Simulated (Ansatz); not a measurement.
Single points on (NaI)2 ring (Na2I2).

```yaml
crystal:
  periodic: [false, false, false]
  atoms:
    - {symbol: Na, position_ang: [-0.118312, -1.580464, 0.687914]}
    - {symbol: I, position_ang: [-1.729789, 0.744735, 1.413275]}
    - {symbol: Na, position_ang: [0.118259, 1.580356, -0.687951]}
    - {symbol: I, position_ang: [1.729843, -0.744627, -1.413248]}
basis:
  gaussian: {orbitals: def2-TZVPP, initial_orbitals: start.molden}
correlation: {method: ccsd_t}
scf: {omitted_lower_state_checks: [starts]}
output: {orbitals: {seedname: orbitals}}
```

The file start.molden holds the orbitals of an earlier run on this structure, at another level or in another basis.

```sh
$ ansatz run in.yaml --threads 4 --pin off --events-out ev --progress --plain --max-ram 3916MiB
```

Output, abridged:

```
Functional definition: HF
1534 factors; integrals over basis functions are off by at most 1.7e-4 eV
mean field evaluation 1: about -24959.5558 eV, gradient 2.0e1 eV
mean field evaluation 2: about -24959.9201 eV, gradient 4.4e-1 eV
mean field evaluation 4: about -24959.9343 eV, gradient 2.0e-3 eV
mean field evaluation 8: about -24959.9343 eV, gradient 1.1e-6 eV
mean field -24959.93426445 eV, -917.2606657675 hartree, gradient 1.3e-6 eV, S^2 0.000000; 0 other end points of the search recorded, 0 dependent functions left out
10 core orbitals not correlated: weight in the atoms' cores, before any rotation towards them, 1.000 or more for the frozen orbitals, at most 0.000 for the correlated occupied ones
reference -24959.93426445 eV, -917.2606657675 hartree; 26, 26 occupied and 128, 128 virtual orbitals, 1534 factors
second order -36.36339055 eV of doubles, -0.00000000 eV of singles
cycle   1  -34.41059152 eV  change     2.0e0 eV  update   9.0e-2
cycle   2  -35.08124073 eV  change   -6.7e-1 eV  update   2.0e-2
cycle   3  -35.10464038 eV  change   -2.3e-2 eV  update   7.0e-3
cycle   4  -35.09513448 eV  change    9.5e-3 eV  update   1.9e-3
cycle   5  -35.09614400 eV  change   -1.0e-3 eV  update   9.8e-4
cycle   6  -35.09692335 eV  change   -7.8e-4 eV  update   2.2e-4
cycle   7  -35.09671903 eV  change    2.0e-4 eV  update   8.4e-5
cycle   8  -35.09664659 eV  change    7.2e-5 eV  update   3.0e-5
cycle   9  -35.09667180 eV  change   -2.5e-5 eV  update   9.4e-6
perturbative correction -0.65102543 eV, -0.0239247434 hartree
Total energy: -24995.68196169 eV, -918.5743694103 hartree
Checks for a lower state left out: starts
```

Run time 97 s (4 threads of Arm Neoverse V1 on a shared host), peak host memory 2 GiB.

First input, but with `gaussian: {orbitals: def2-TZVP, initial_orbitals: start.molden}`, `hamiltonian: {xc: pbe, dispersion: d4}` and without the key `correlation` (abridged; 1.8 s):

```
Functional definition: PBE
mean field -25033.14753286 eV, -919.9512037557 hartree, gradient 1.3e-5 eV, S^2 0.000000
Total energy: -25033.26667732 eV, -919.9555822340 hartree
Checks for a lower state left out: starts
```

As the first input, with `gaussian: {orbitals: def2-TZVP, initial_orbitals: start.molden}`, `hamiltonian: {xc: {name: B3LYP}, dispersion: d4}` and without the key `correlation` (abridged; 2.6 s):

```
Functional definition: B3LYP
mean field -25046.26097128 eV, -920.4331137290 hartree, gradient 1.2e-5 eV, S^2 0.000000
Total energy: -25046.46051224 eV, -920.4404467242 hartree
Checks for a lower state left out: starts
```

First input, but with `gaussian: {orbitals: def2-TZVP, initial_orbitals: start.molden}`, `hamiltonian: {xc: {name: wB97X-V}}` and without the key `correlation` (abridged; 8 s):

```
Functional definition: wB97X-V
mean field -25037.87575627 eV, -920.1249627610 hartree, gradient 2.3e-5 eV, S^2 0.000000
Total energy: -25037.87575355 eV, -920.1249626613 hartree
Checks for a lower state left out: starts
```

First input, but with `gaussian: {orbitals: def2-TZVP, initial_orbitals: start.molden}`, `hamiltonian: {xc: pbe0, dispersion: d4}`, `output: {forces: true, orbitals: {seedname: orbitals}}` and without the key `correlation` (abridged; 3.8 s):

```
Functional definition: PBE0
mean field -25035.54523477 eV, -920.0393176759 hartree, gradient 1.8e-5 eV, S^2 0.000000
Total energy: -25035.65079917 eV, -920.0431970958 hartree
Atom 0 force     0.004557     0.061743    -0.026780 eV/Å
Atom 1 force     0.041488    -0.018060    -0.033858 eV/Å
Atom 2 force    -0.004568    -0.061425     0.026743 eV/Å
Atom 3 force    -0.041477     0.017742     0.033894 eV/Å
Dipole moment:    -0.000055    -0.000154    -0.000027 e Å
Checks for a lower state left out: starts
```

First input, but with `gaussian: {orbitals: def2-SVP, initial_orbitals: start.molden}`, `hamiltonian: {xc: pbe, dispersion: d4}` and without the key `correlation` (abridged; 0.85 s):

```
Functional definition: PBE
mean field -25029.37393589 eV, -919.8125266249 hartree, gradient 3.0e-6 eV, S^2 0.000000
Total energy: -25029.49306398 eV, -919.8169045015 hartree
Checks for a lower state left out: starts
```

The first input with `gaussian: {orbitals: def2-SVP, initial_orbitals: start.molden}`, `hamiltonian: {xc: pbe0, dispersion: d4}` and without the key `correlation` (abridged; 1.4 s):

```
Functional definition: PBE0
mean field -25031.86231356 eV, -919.9039728176 hartree, gradient 4.6e-5 eV, S^2 0.000000
Total energy: -25031.96786880 eV, -919.9078519011 hartree
Checks for a lower state left out: starts
```

Geometry: PBE0-D4/def2-SVP.

In the def2 sets I takes a core potential; there is no spin–orbit coupling. B3LYP takes the VWN-RPA correlation. Correlated methods freeze 10 core orbitals; core or outer-core shells of Na, I are correlated, in sets that lack core-valence functions.
